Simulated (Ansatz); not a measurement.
C₆H₁₆N₂, charge -1, doublet, at the geometry of the source list (a state made from the parent by changing its charge; the spin is typed, not shown lowest) (a gas-phase anion, which may not be bound at this level); CCSD(T)/STO-3G (Ansatz, a program for electronic structure).

The Ansatz input:
Ansatz 0.2 input:
```yaml
crystal:
  periodic: [false, false, false]
  atoms:
    - {symbol: C, position_ang: [2.41240000, -1.09460000, 0.97750000]}
    - {symbol: N, position_ang: [1.34980000, -0.27300000, 0.44100000]}
    - {symbol: C, position_ang: [1.86760000, 0.93370000, -0.16730000]}
    - {symbol: C, position_ang: [0.51700000, -1.04020000, -0.46510000]}
    - {symbol: C, position_ang: [-0.68000000, -0.25830000, -1.01810000]}
    - {symbol: N, position_ang: [-1.30650000, 0.61790000, -0.04710000]}
    - {symbol: C, position_ang: [-1.76190000, -0.09170000, 1.12920000]}
    - {symbol: C, position_ang: [-2.37730000, 1.37450000, -0.65780000]}
    - {symbol: H, position_ang: [2.98100000, -0.51240000, 1.70130000]}
    - {symbol: H, position_ang: [1.98200000, -1.95600000, 1.48840000]}
    - {symbol: H, position_ang: [3.10470000, -1.46230000, 0.20110000]}
    - {symbol: H, position_ang: [1.03490000, 1.59190000, -0.39930000]}
    - {symbol: H, position_ang: [2.44490000, 0.73210000, -1.08520000]}
    - {symbol: H, position_ang: [2.51830000, 1.43740000, 0.54630000]}
    - {symbol: H, position_ang: [0.15820000, -1.91350000, 0.08710000]}
    - {symbol: H, position_ang: [1.09680000, -1.41460000, -1.33220000]}
    - {symbol: H, position_ang: [-0.35230000, 0.36710000, -1.85340000]}
    - {symbol: H, position_ang: [-1.39960000, -0.99750000, -1.42300000]}
    - {symbol: H, position_ang: [-0.89800000, -0.50100000, 1.64530000]}
    - {symbol: H, position_ang: [-2.26120000, 0.61180000, 1.79430000]}
    - {symbol: H, position_ang: [-2.46660000, -0.90510000, 0.88770000]}
    - {symbol: H, position_ang: [-3.19590000, 0.73580000, -1.03100000]}
    - {symbol: H, position_ang: [-1.98270000, 1.94980000, -1.49550000]}
    - {symbol: H, position_ang: [-2.78580000, 2.06820000, 0.07570000]}
basis:
  gaussian:
    orbitals: STO-3G
total_charge: -1
magnetization: {spin_polarized: true, initial_magnetization: 1}
correlation: {method: ccsd_t}
```

Q: Write the output that Ansatz gives for this input, abridged.

A: 
```
Functional definition: HF
802 factors; integrals over basis functions are off by at most 3.1e-5 eV
mean field evaluation 1: about -9267.6358 eV, gradient 1.6e1 eV
mean field evaluation 2: about -9268.4290 eV, gradient 1.6e1 eV
mean field evaluation 4: about -9270.7283 eV, gradient 1.7e0 eV
mean field evaluation 8: about -9270.8077 eV, gradient 1.8e-1 eV
mean field evaluation 16: about -9270.8098 eV, gradient 1.7e-3 eV
mean field evaluation 32: about -9270.8077 eV, gradient 1.8e-1 eV
mean field evaluation 64: about -9270.8331 eV, gradient 2.3e-1 eV
mean field evaluation 96: about -9270.8372 eV, gradient 4.3e-2 eV
mean field evaluation 128: about -9269.6694 eV, gradient 2.0e0 eV
mean field evaluation 160: about -9270.0976 eV, gradient 2.6e-2 eV
mean field evaluation 192: about -9268.6403 eV, gradient 1.2e-1 eV
mean field evaluation 224: about -9267.9967 eV, gradient 7.2e0 eV
mean field evaluation 256: about -9268.7323 eV, gradient 1.1e0 eV
mean field evaluation 288: about -9267.8598 eV, gradient 1.2e-1 eV
mean field -9270.83734164 eV, -340.6969883060 hartree, gradient 2.6e-6 eV, S^2 0.760318; 13 other end points of the search recorded, 0 dependent functions left out
determinant -9270.83734164 eV, -340.6969883060 hartree, with singles and doubles -9285.67651672 eV, -341.2423179318 hartree
determinant -9270.83731115 eV, -340.6969871856 hartree, with singles and doubles -9285.67650463 eV, -341.2423174877 hartree
determinant -9270.80983403 eV, -340.6959774201 hartree, with singles and doubles -9285.71598034 eV, -341.2437681932 hartree
determinant -9270.09746932 eV, -340.6697984996 hartree, with singles and doubles -9284.76073110 eV, -341.2086634310 hartree
determinant -9268.91389358 eV, -340.6263028937 hartree, with singles and doubles -9284.01285893 eV, -341.1811796359 hartree
determinant -9268.64255790 eV, -340.6163314913 hartree, with singles and doubles -9283.72817510 eV, -341.1707176981 hartree
determinant -9267.85991041 eV, -340.5875697263 hartree, with singles and doubles -9283.00961772 eV, -341.1443112015 hartree
determinant -9270.83734164 eV, -340.6969883060 hartree, with singles and doubles -9285.70968176 eV, -341.2435367246 hartree
determinant -9270.83731115 eV, -340.6969871856 hartree, with singles and doubles -9285.70967820 eV, -341.2435365937 hartree
determinant -9270.80983403 eV, -340.6959774201 hartree, with singles and doubles -9285.71572656 eV, -341.2437588668 hartree
8 core orbitals not correlated
reference -9270.80983403 eV, -340.6959774201 hartree; 26, 25 occupied and 22, 23 virtual orbitals, 802 factors
second order -11.61269701 eV of doubles, -0.00000000 eV of singles
cycle   1  -14.90589624 eV  change   -3.7e-6 eV  update   2.0e-6
perturbative correction -0.20631232 eV, -0.0075818378 hartree
Total energy: -9285.92204259 eV, -341.2513408411 hartree
```
